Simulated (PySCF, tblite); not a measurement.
Isomers of C4H7OS2 (doublet state), one GFN2-xTB conformer each. Single-point energies are computed at B3LYP/pcH-1 (PySCF, gas phase, no added dispersion term), electronic only. GFN2-xTB treats the open shell by occupation alone, and not every SCF solution was tested for stability.

Question: Rank them by B3LYP/pcH-1 energy, lowest first (kcal/mol).
A. `[CH2:1]=[C:2][S:3][S:4][CH2:5][O:6][CH3:7]` (doublet state) with C2–S3–S4–C5 4°, S3–S4–C5–O6 66°, S4–C5–O6–C7 67°
B. `[CH2:1]=[CH:2][S:3][S:4][CH:5][O:6][CH3:7]` (doublet state) with C1–C2–S3–S4 2°, C2–S3–S4–C5 -97°, S3–S4–C5–O6 -118°, S4–C5–O6–C7 -2°

Answer: B (0.0), A (12.7).

GFN2-xTB itself gives, in the same order: 0.0, 12.3. Both levels put the same isomer lowest.

Q: What happens when harmonic zero-point energies from GFN2-xTB frequencies are added?

A: 
```tsv
SMILES	ZPE (kcal/mol)	electronic (kcal/mol)	with ZPE (kcal/mol)
C=CSS[CH]OC	62.1	0.0	0.0
C=[C]SSCOC	61.9	12.7	12.5
```

The zero-point energies span 0.2 kcal/mol. The order is unchanged.
